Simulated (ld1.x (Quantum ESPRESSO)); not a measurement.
## Before and after: TM potential for Bi

Bi (Z = 83), norm-conserving Troullier–Martins (Kleinman–Bylander form), made with ld1.x (Quantum ESPRESSO) 7.5 (PBE, scalar-relativistic). Core [Xe] 4f14, reference 5d10 6s2 6p2.5 (charge +0.5). Waves: 6s (bound): rc 1.95 bohr; 6p (bound): rc 2.60 bohr; 5d (bound): rc 1.05 bohr. Local part: all-electron potential smoothed inside 2.60 bohr (lloc = -1). Core correction: a·sin(br)/r model core, default radius (core density twice the valence density).

Change: all radii but the core radius scaled by about 0.84 (s 1.62, p 2.18, d 0.88 bohr); local potential all-electron potential smoothed inside 2.18 bohr (lloc = -1).

Cutoffs: the cutoffs (Ry, on a coarse ladder) from which the occupation-weighted sum of valence levels, in a spherical-Bessel basis at the reference potential, stays within 10 and 1 mRy of its value at 400 Ry; they do not see the model core or the augmentation charge, which bear on the density cutoff. Errors are all-electron minus pseudo energies relative to the spin-unpolarised reference configuration.

Problem. What does the change do?

Solution. The s channel binds one level more than in the base; of the 7 tests that both files solve, the error grows in 1 and shrinks in 3 by more than 15 % and 0.3 meV (median size 6.9 → 6.2 meV); neither file shows a bound ghost.

```csv
quantity,base,changed
"cutoff, loose",80 Ry,230 Ry
"cutoff, tight",160 Ry,over 300 Ry
loose cutoff by channel (10 mRy a level),"s 18 Ry, p 8 Ry, d 45 Ry","s 30 Ry, p 8 Ry, d 180 Ry"
bound ghosts,none,none
"error for 5d10 6s2 6p3, meV [ΔE -3.10 eV]",+1.8,+2.0
"error for 5d10 6s2 6p2, meV [ΔE 4.82 eV]",-1.9,-1.6
"error for 5d10 6s2 6p1, meV [ΔE 20.06 eV]",-10,-6.2
"error for 5d10 6s2 6p3.3, meV [ΔE -4.19 eV]",+2.8,+3.3
"error for 5d10 6s1 6p0, meV [ΔE 88.81 eV]",-83,-34
"error for 5d10 6s2 6p0, meV [ΔE 43.41 eV]",-39,-25
"error for 5d10 6s1 6p4, meV [ΔE 6.99 eV]",-6.9,-7.0
```
